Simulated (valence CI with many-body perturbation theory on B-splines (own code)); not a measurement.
# From CI to CI+MBPT in Se IV

Method: valence CI with perturbative core correlation (CI+MBPT): three valence electrons over a frozen Dirac-Fock core [Ar] 3d10, a basis of 11 s, 11 p, 9 d, 7 f, 5 g, 2 h, 1 i functions for each j, with the one-electron correlation potential Σ1, the two-electron term Σ2, the three-electron term Σ3, Breit, model QED; selected CI, second order for the rest, scaled by the run's own slope (own B-spline code, finite nucleus).

Against 16 measured levels this calculation errs by 168 cm⁻¹ on average and by 454 at most. These come from a selection out of Moore, Atomic Energy Levels, vol. II, NSRDS-NBS 35 (1971 reprint of NBS Circular 467, 1952), an old analysis. Levels without a partner in it may be off by more.

Each rung adds one term. CI alone is the Dirac-Coulomb CI over the frozen core; QED comes last and gives the full result, which names the levels. Energies are above 4s2.4p 2P°_1/2 on the same rung, in cm⁻¹.

Names give the largest LS component (configuration and term), which can be under half, so a name can repeat, a term be missing and a line seem to break the LS rules; names also repeat where a configuration has a term twice.

| Level | CI alone | Σ1 | Σ2 | Σ3 | Breit | QED | Full |
| --- | --- | --- | --- | --- | --- | --- | --- |
| 4s2.4p 2P°_3/2 | 4190 | +225 | +27 | +1.7 | -87 | +9.4 | 4366 |
| 4s.4p2 4P_1/2 | 75730 | +1708 | +1882 | +1.9 | +10 | -143 | 79189 |
| 4s.4p2 4P_3/2 | 77400 | +1802 | +1898 | +3.5 | -28 | -139 | 80937 |
| 4s.4p2 4P_5/2 | 79766 | +1919 | +1894 | +4.3 | -77 | -134 | 83373 |
| 4s.4p2 2D_3/2 | 101117 | +2252 | +820 | -17 | -70 | -119 | 103984 |
| 4s.4p2 2D_5/2 | 101602 | +2283 | +818 | -17 | -90 | -117 | 104479 |
| 4s.4p2 2S_1/2 | 127263 | +2433 | -831 | -117 | -41 | -136 | 128571 |
| 4s.4p2 2P_1/2 | 137197 | +2582 | -3407 | -66 | -65 | -135 | 136106 |
| 4s.4p2 2P_3/2 | 139568 | +2690 | -3621 | -61 | -96 | -131 | 138348 |
| 4s2.4d 2D_3/2 | 151847 | +3531 | -2050 | -45 | -166 | -0.5 | 153117 |
| 4s2.4d 2D_5/2 | 152231 | +3553 | -2048 | -45 | -182 | +1.1 | 153511 |
| 4s2.5s 2S_1/2 | 154763 | +4090 | -1464 | -55 | -146 | +64 | 157252 |
| 4s2.5p 2P°_1/2 | 186994 | +4343 | -1364 | -55 | -129 | +25 | 189813 |
| 4s2.5p 2P°_3/2 | 188155 | +4377 | -1349 | -55 | -153 | +27 | 191002 |
| 4p3 2D°_3/2 | 198073 | +4386 | +1339 | +2.4 | -85 | -236 | 203479 |
| 4p3 2D°_5/2 | 198756 | +4434 | +1377 | +4.1 | -110 | -234 | 204228 |
| 4p3 4S°_3/2 | 206818 | +4159 | -1932 | -8.1 | -47 | -288 | 208701 |
| 4s.4p.4d 4F°_3/2 | 215867 | +5063 | +1593 | +25 | -133 | -140 | 222276 |
| 4s.4p.4d 4F°_5/2 | 216767 | +5109 | +1582 | +25 | -156 | -137 | 223190 |
| 4s.4p.4d 4F°_7/2 | 218099 | +5177 | +1570 | +25 | -188 | -133 | 224550 |
| 4p3 2P°_1/2 | 222333 | +4619 | -426 | -44 | -102 | -242 | 226138 |
| 4p3 2P°_3/2 | 222519 | +4675 | -334 | -44 | -125 | -236 | 226454 |
| 4s.4p.4d 4F°_9/2 | 219992 | +5282 | +1597 | +26 | -237 | -129 | 226529 |
| 4s2.4f 2F°_7/2 | 225518 | +5187 | -1128 | -43 | -190 | +18 | 229362 |
| 4s2.4f 2F°_5/2 | 225549 | +5187 | -1132 | -44 | -189 | +19 | 229390 |
| 4s.4p.4d 4P°_5/2 | 230658 | +5258 | +198 | -5.1 | -148 | -138 | 235823 |
| 4s.4p.4d 4D°_3/2 | 231215 | +5287 | +73 | -6.2 | -151 | -136 | 236282 |
| 4s.4p.4d 4D°_1/2 | 231688 | +5303 | -78 | -6.7 | -151 | -136 | 236620 |
| 4s2.5d 2D_3/2 | 234470 | +4867 | -1614 | -55 | -180 | +27 | 237515 |
| 4s2.5d 2D_5/2 | 234624 | +4873 | -1614 | -55 | -187 | +28 | 237668 |
| 4s.4p.4d 4D°_7/2 | 233881 | +5417 | -143 | -6.1 | -210 | -130 | 238810 |

The middle columns are the shifts that each term adds.

(1) How does the ionisation energy move along the ladder, and which term matters most?

Results:

(1) CI alone 42.500, + Σ1 43.190, + Σ2 42.985, + Σ3 42.978, + Breit 42.955, + QED 42.959 eV. The largest step is Σ1, 0.690 eV. NIST lists 42.947 eV (measured).
